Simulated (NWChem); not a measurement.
System: LaCl$_{2}$ cation; SMILES [Cl][La+][Cl]

```xyz
3

La     0.0000     0.0000     0.5492
Cl     2.0296     0.0000    -0.9207
Cl    -2.0296     0.0000    -0.9207
```
Atoms are numbered in this order, from 1.

All runs: NWChem. All runs use the structure optimised with PBE0/def2-SVP. The spin multiplicity was typed, not searched, and may not be the lowest. def2 effective core potentials on La; no spin-orbit coupling. Vertical excitations in the gas phase.

Task: What does the run give for Hartree-Fock/def2-SVP, TDHF? Quantities: lowest excitation, singlet (eV); oscillator strength of that lowest state; lowest triplet (eV); orbital gap (eV).

Result: 
- lowest excitation, singlet (eV) = 6.45
- oscillator strength of that lowest state = 0.006
- lowest triplet (eV) = 6.24
- orbital gap (eV) = 11.16
